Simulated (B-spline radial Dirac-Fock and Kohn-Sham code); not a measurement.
Level of theory: Dirac-Fock ΔSCF + Breit + QED; a radial B-spline solver. The model has no electron correlation.

Question: Identify the element and charge state from the binding energies below (tabulated ground configuration; the least bound level is included).

```
level  binding energy (eV)
    K              14392.1
   L1               3115.0
 L2,3               2975.6
```

Answer: Se²⁷⁺: Z = 34 with 7 electrons, [He] 2s2 2p3. The hydrogen-like estimate √(E/Ry) = 32.5 for the K level lies 1.5 below Z; the outermost level, at 2975.6 eV, fixes the charge.

Values without a named source are computed, but for edge energies of neutral atoms, which are taken from tables.
